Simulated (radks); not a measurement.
The iodine anion I-, 54 electrons, occupied as [Xe]. Method: scalar-relativistic Kohn-Sham, LDA (Slater exchange, Perdew-Wang correlation), spin-polarised, spherical densities, point nucleus; Watson sphere of charge +0.98 and radius 5.75 bohr; computed with a radial shooting solver on a logarithmic mesh with Libxc functionals.

X-ray form factor f0, the Fourier transform of the density (f0(0) = 54):

| sin(theta)/lambda (1/angstrom) | f0 (electrons) |
|---|---|
| 0.05 | 52.654 |
| 0.1 | 49.439 |
| 0.15 | 45.742 |
| 0.2 | 42.313 |
| 0.25 | 39.306 |
| 0.3 | 36.654 |
| 0.4 | 32.057 |
| 0.5 | 28.134 |
| 0.6 | 24.858 |
| 0.8 | 20.197 |
| 1 | 17.271 |
| 1.25 | 14.536 |
| 1.5 | 12.088 |
| 2 | 8.220 |
